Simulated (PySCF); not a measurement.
An equivalent PySCF input for Cd+ (cadmium, charge +1), [Kr] 4d10 5s1, 2S determinant, with scalar relativity through the core potential:

```python
from pyscf import gto, scf, dft, mp, cc
import basis_set_exchange as bse
txt = bse.get_basis("cc-pVTZ-PP", elements=["Cd"], fmt="nwchem", header=False)
cut = txt.index("\nECP")
mol = gto.M(atom="Cd 0 0 0", charge=1, spin=1, symmetry="D2h",
            basis=gto.basis.parse(txt[:cut]),
            ecp={"Cd": gto.basis.parse_ecp(txt[cut:])})
mf = dft.UKS(mol, xc="LDA,VWN")
mf.irrep_nelec = {'Ag': (4, 3), 'B1g': (1, 1), 'B2g': (1, 1), 'B3g': (1, 1), 'B1u': (1, 1), 'B2u': (1, 1), 'B3u': (1, 1)}
mf.kernel()
```

It reaches the same state as the run whose output follows, with an energy that differs only through the grid. The run itself started from symmetry-adapted Hartree-Fock orbitals and held the occupation by maximum overlap, on a logarithmic radial grid, so the iterations belong to that start.

```
SCF conv_tol = 1e-09
number electrons alpha = 10  beta = 9
XC functionals = LDA,VWN
    P. A. M. Dirac.,  Math. Proc. Cambridge Philos. Soc. 26, 376 (1930)
    F. Bloch.,  Z. Phys. 57, 545 (1929)
    S. H. Vosko, L. Wilk, and M. Nusair.,  Can. J. Phys. 58, 1200 (1980)
cycle= 1 E= -167.092453321554  delta_E= -0.00778  |g|= 0.198  |ddm|= 0.235
cycle= 2 E= -167.08554504936  delta_E= 0.00691  |g|= 0.274  |ddm|= 0.169
cycle= 3 E= -167.101046307238  delta_E= -0.0155  |g|= 0.00511  |ddm|= 0.098
cycle= 4 E= -167.101053966013  delta_E= -7.66e-06  |g|= 0.000266  |ddm|= 0.0027
cycle= 5 E= -167.10105398146  delta_E= -1.54e-08  |g|= 8.6e-07  |ddm|= 9.54e-05
cycle= 6 E= -167.101053981461  delta_E= -8.81e-13  |g|= 5.46e-08  |ddm|= 8.76e-07
converged SCF energy = -167.101053981461  <S^2> = 0.75059398  2S+1 = 2.0005939
```

Energies and moments cover only the electrons outside the core potential.
